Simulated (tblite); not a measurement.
Input of a run (GFN2-xTB geometry optimisation, gas phase (tblite 0.8.0)), started from a force field or distance geometry:
```
{"job": {"kind": "relax", "xc": "GFN2-xTB", "basis": "xTB"}, "charge": 0, "multiplicity": 1}
C     -3.106500    -0.097700     0.378200
O     -1.730700     0.164100     0.152000
C     -0.971100    -0.963000    -0.068100
O     -1.417200    -2.097900    -0.110800
Si     0.877500    -0.753700    -0.367100
O      1.729100    -2.151600    -0.655300
S      1.316100     0.628000    -1.970200
C      2.298100     1.755100    -1.067100
C      2.525200     1.625100     0.246600
S      1.860100     0.330100     1.203300
H     -3.564200    -0.562700    -0.506600
H     -3.258400    -0.728300     1.264500
H     -3.616800     0.864800     0.564300
H      1.191300    -2.954200    -0.635200
H      2.723800     2.589400    -1.617800
H      3.136300     2.361500     0.768300
```

Output (eV, eV/Å):
```
step      E/eV     max force
  0    -873.42980    1.964
  1    -873.55689    0.916
  2    -873.59258    1.279
  3    -873.62108    0.582
  4    -873.64546    0.342
  5    -873.65380    0.331
  6    -873.66112    0.199
  7    -873.66545    0.149
  8    -873.66795    0.141
  9    -873.67005    0.140
 10    -873.67129    0.099
 11    -873.67234    0.096
 12    -873.67366    0.129
 13    -873.67547    0.150
 14    -873.67742    0.119
 15    -873.67889    0.092
 16    -873.67965    0.059
 17    -873.68001    0.045
 18    -873.68024    0.037
 19    -873.68046    0.038
 20    -873.68065    0.039
 21    -873.68080    0.032
 22    -873.68091    0.026
 23    -873.68099    0.029
 24    -873.68105    0.018
 25    -873.68108    0.014
 26    -873.68110    0.015
 27    -873.68114    0.022
 28    -873.68122    0.035
 29    -873.68137    0.044
 30    -873.68158    0.044
 31    -873.68181    0.036
 32    -873.68199    0.034
 33    -873.68215    0.040
 34    -873.68233    0.041
 35    -873.68252    0.034
 36    -873.68265    0.026
 37    -873.68273    0.022
 38    -873.68277    0.020
 39    -873.68282    0.019
 40    -873.68287    0.018
 41    -873.68291    0.013
 42    -873.68293    0.012
 43    -873.68296    0.012
 44    -873.68299    0.016
 45    -873.68304    0.018
 46    -873.68310    0.024
 47    -873.68317    0.023
 48    -873.68324    0.023
 49    -873.68331    0.022
 50    -873.68338    0.023
 51    -873.68344    0.023
 52    -873.68349    0.016
 53    -873.68353    0.020
 54    -873.68358    0.018
 55    -873.68364    0.025
 56    -873.68371    0.025
 57    -873.68378    0.021
 58    -873.68385    0.022
 59    -873.68392    0.022
 60    -873.68398    0.019
 61    -873.68402    0.014
 62    -873.68405    0.015
 63    -873.68407    0.018
 64    -873.68410    0.017
 65    -873.68413    0.011
 66    -873.68414    0.006
```

Question: Summarise the run.

Answer: The energy falls by 5.9 kcal/mol over 66 L-BFGS steps, the largest force on an atom goes from 1.96 to 0.006 eV/Å, and the atoms move by 0.111 Å rms after alignment. The bond that changes most is O2–C3 (oxygen singly bound to a carbonyl carbon to carbonyl carbon), which shortens by 0.057 Å. Bonds longer at the end by more than 0.005 Å: 2 of 16; shorter: 11. Among the angles that change most is C3–Si5–O6, from 115.9° to 105.5°. The energy never rose by more than 1e-5 eV on the way. The first step brought 50 % of the lowering.

Question: What are the final bond lengths?

Answer: C1–O2 1.426 Å, O2–C3 1.320 Å, C3=O4 1.209 Å, C3–Si5 1.913 Å, Si5–O6 1.618 Å, Si5–S7 2.146 Å, S7–C8 1.747 Å, C8=C9 1.328 Å, C9–S10 1.747 Å, Si5–S10 2.147 Å, C1–H11 1.091 Å, C1–H12 1.091 Å, C1–H13 1.086 Å, O6–H14 0.958 Å, C8–H15 1.076 Å, C9–H16 1.076 Å. Numbering counts from 1 in the input's order; the species is `COC(=O)[Si]1(O)SC=CS1`.

Its GFN2-xTB frequencies are all real (lowest 26 cm⁻¹). One conformer, not necessarily the lowest. 3 starts were optimised and ended at 0.00, 1.80 and 1.92 kcal/mol (GFN2-xTB); the lowest of these is shown.

The values belong to the conformer `[CH3:1][O:2][C:3](=[O:4])[Si:5]1([OH:6])[S:7][CH:8]=[CH:9][S:10]1`: C1–O2–C3–O4 0°, O2–C3–Si5–O6 180°, H–O6–Si5–C3 0°.

All values are computed, not measured.
